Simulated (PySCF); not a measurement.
ClCu, charge -1, doublet, at a GFN2-xTB geometry (such geometries of metal compounds can be far from the true shape) (the multiplicity is a formal guess) (in this run its highest filled SCF level lies above zero, so its values depend strongly on the basis, on diffuse functions most of all). Base run: PySCF with R2SCAN/def2-SV(P).

Here is a job for PySCF.
```python
from pyscf import gto, scf, dft

mol = gto.M(
    atom='''
Cu   -0.00000000   -0.00000000   -0.78939767
Cl    0.00000000    0.00000000    1.34661955
''',
    basis='def2-sv(p)',
    charge=-1,
    spin=1,
    verbose=4,
)

mf = dft.UKS(mol)
mf.xc = 'r2scan'
mf.kernel()
```

Each row names what was changed in the base input (with any setting that the change needs).

```json
[
 {"change": "base", "ΔE vs base (mEh)": "0.000", "SCF cycles": "11", "<S^2>": "0.753", "outcome": "converged"},
 {"change": "conv_tol = 1e-12", "ΔE vs base (mEh)": "0.000", "SCF cycles": "12", "<S^2>": "0.753", "outcome": "converged"},
 {"change": "level_shift = 0.3 (with mf.max_cycle = 100)", "ΔE vs base (mEh)": "0.000", "SCF cycles": "40", "<S^2>": "0.753", "outcome": "converged"},
 {"change": "diis_space = 20", "ΔE vs base (mEh)": "0.000", "SCF cycles": "11", "<S^2>": "0.753", "outcome": "converged"},
 {"change": "diis_space = 4", "ΔE vs base (mEh)": "0.000", "SCF cycles": "11", "<S^2>": "0.753", "outcome": "converged"},
 {"change": "init_guess = atom", "ΔE vs base (mEh)": "0.000", "SCF cycles": "10", "<S^2>": "0.753", "outcome": "converged"},
 {"change": "diis = off; damp = 0.3 (with mf.diis_start_cycle = 200; with mf.max_cycle = 150)", "ΔE vs base (mEh)": "-", "SCF cycles": "150", "<S^2>": "-", "outcome": "not converged"},
 {"change": "init_guess = sap", "ΔE vs base (mEh)": "0.000", "SCF cycles": "10", "<S^2>": "0.753", "outcome": "converged"},
 {"change": "diis = off (with mf.max_cycle = 100)", "ΔE vs base (mEh)": "-", "SCF cycles": "100", "<S^2>": "-", "outcome": "not converged"},
 {"change": "conv_tol_grad = 1e-7", "ΔE vs base (mEh)": "0.000", "SCF cycles": "13", "<S^2>": "0.753", "outcome": "converged"},
 {"change": "init_guess = huckel", "ΔE vs base (mEh)": "0.000", "SCF cycles": "11", "<S^2>": "0.753", "outcome": "converged"},
 {"change": "init_guess = 1e", "ΔE vs base (mEh)": "0.000", "SCF cycles": "19", "<S^2>": "0.753", "outcome": "converged"},
 {"change": "diis = off; damp = 0.6 (with mf.diis_start_cycle = 200; with mf.max_cycle = 150)", "ΔE vs base (mEh)": "-", "SCF cycles": "150", "<S^2>": "-", "outcome": "not converged"}
]
```

Open shells are given as the SCF converged; they aren't shown to be the lowest states, and a large step between rows can be another state.
